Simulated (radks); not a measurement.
Problem. The mean radii <r> (bohr) of the occupied orbitals of an atom or ion are listed with their occupations. Method: Dirac Kohn-Sham, exchange-only PBE, spin-unpolarised, spherical densities, finite nucleus; Fermi nuclear charge, rms radius of each element as measured or else 0.836 A^(1/3) + 0.57 fm; computed with a radial shooting solver on a logarithmic mesh with Libxc functionals.

| orbital | occ. | <r> |
|---|---|---|
| 1s1/2 | 2 | 0.05619 |
| 2s1/2 | 2 | 0.2553 |
| 2p1/2 | 2 | 0.2228 |
| 2p3/2 | 4 | 0.2259 |
| 3s1/2 | 2 | 0.7736 |
| 3p1/2 | 2 | 0.8097 |
| 3p3/2 | 4 | 0.8196 |
| 3d3/2 | 4 | 1.074 |
| 3d5/2 | 3 | 1.081 |
| 4s1/2 | 2 | 2.961 |

Name the element and its charge. Open shells, if any, fill j = l - 1/2 first.

Solution. Z = 27, cobalt, charge 0: Co in [Ar] 3d7 4s2. The 1s radius gives Z: for a bare nucleus <r> = (2 gamma + 1)/(2Z) with gamma = sqrt(1 - (Z/c)^2), 0.05483 bohr for Z = 27, and screening makes it slightly larger (0.05619 here). The occupations add up to 27, and the charge is Z minus that.
